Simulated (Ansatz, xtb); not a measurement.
## Isomers of F2H4OSi2 in order of energy

3 gas-phase structures of F2H4OSi2, found in a search over its isomers (lower ones may exist). Each was relaxed with GFN2-xTB; where two conformers were screened, the lower at r2SCAN-D4/def2-SVP is listed:

A. `F[SiH](F)O[SiH3]`, a singlet
B. `O[Si@H](F)[SiH2]F`, a singlet
C. `F[SiH2]O[SiH2]F`, a singlet

Q: Which do you expect lowest at r2SCAN-D4/def2-SVP, and how would the others follow?

A: Calculated order at r2SCAN-D4/def2-SVP: A (0.000), C (0.135), B (1.668) eV.

Energies above the lowest of each column, in eV; the last columns are at B3LYP-D3(BJ)/def2-SVP geometries and were run for some of them only (a dash: not run or not comparable):

```json
{"structure": "A", "GFN2-xTB": "0.192", "HF/STO-3G": "0.000", "r2SCAN-D4/def2-SVP": "0.000", "B3LYP-D3(BJ)/def2-SVP": "0.000", "CCSD(T)/def2-SVP + ΔMP2/def2-TZVPP": "0.000"}
{"structure": "C", "GFN2-xTB": "0.000", "HF/STO-3G": "0.211", "r2SCAN-D4/def2-SVP": "0.135", "B3LYP-D3(BJ)/def2-SVP": "0.096", "CCSD(T)/def2-SVP + ΔMP2/def2-TZVPP": "0.105"}
{"structure": "B", "GFN2-xTB": "2.014", "HF/STO-3G": "1.173", "r2SCAN-D4/def2-SVP": "1.668", "B3LYP-D3(BJ)/def2-SVP": "–", "CCSD(T)/def2-SVP + ΔMP2/def2-TZVPP": "–"}
```

CCSD(T)/def2-SVP + ΔMP2/def2-TZVPP puts A lowest of those it was run on; GFN2-xTB picks C. Flexible structures stand in one conformer each, not always the lowest. Frequencies (B3LYP-D3(BJ)/def2-SVP) were run for A, C alone. ΔMP2 is the change of the MP2 energy from the smaller to the larger basis.

Programs: Ansatz 0.2.0, xtb 6.7.1.
